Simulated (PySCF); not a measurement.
## 4-bromopyridine (BrC1=CC=NC=C1, C5H4BrN)

Molfile (atoms numbered from 1):
```
C5H4BrN
     RDKit          3D

 11 11  0  0  0  0  0  0  0  0999 V2000
   -0.5750    2.2527   -0.3550 Br  0  0  0  0  0  0  0  0  0  0  0  0
   -0.0130    0.4620   -0.4820 C   0  0  0  0  0  0  0  0  0  0  0  0
   -0.9507   -0.5655   -0.5389 C   0  0  0  0  0  0  0  0  0  0  0  0
   -0.4717   -1.8725   -0.6322 C   0  0  0  0  0  0  0  0  0  0  0  0
    0.8193   -2.1884   -0.6695 N   0  0  0  0  0  0  0  0  0  0  0  0
    1.6978   -1.1919   -0.6141 C   0  0  0  0  0  0  0  0  0  0  0  0
    1.3441    0.1544   -0.5198 C   0  0  0  0  0  0  0  0  0  0  0  0
   -2.0212   -0.3580   -0.5117 H   0  0  0  0  0  0  0  0  0  0  0  0
   -1.1833   -2.7049   -0.6788 H   0  0  0  0  0  0  0  0  0  0  0  0
    2.7579   -1.4689   -0.6460 H   0  0  0  0  0  0  0  0  0  0  0  0
    2.1042    0.9357   -0.4774 H   0  0  0  0  0  0  0  0  0  0  0  0
  1  2  1  0
  2  3  2  0
  3  4  1  0
  4  5  2  0
  5  6  1  0
  6  7  2  0
  7  2  1  0
  3  8  1  0
  4  9  1  0
  6 10  1  0
  7 11  1  0
M  END
```

Theory: quadratic response CAM-B3LYP/def2-TZVPD first hyperpolarisability, Taylor convention, gas phase in PySCF 2.14.0. Geometry: PBE0-D3(BJ)/def2-SVP.

The calculation is non-relativistic, which matters for the atoms heavier than Zn.

(1) Give the tensor of the static β(0;0,0) in the axes of these coordinates.

Answers

(1) In au, Taylor convention; rows are the first index (the induced dipole):
```tsv
	xx	yy	zz	xy	xz	yz
x	+36.7	-40.9	+12.6	-27.4	-2.0	-3.8
y	-27.4	+41.2	-40.0	-40.9	-3.8	+8.7
z	-2.0	+8.7	-8.6	-3.8	+12.6	-40.0
```
Norm of βᵢ = ⅓ Σⱼ (βᵢⱼⱼ + βⱼᵢⱼ + βⱼⱼᵢ): 27.6 au, hyper-Rayleigh value 39.8 au.
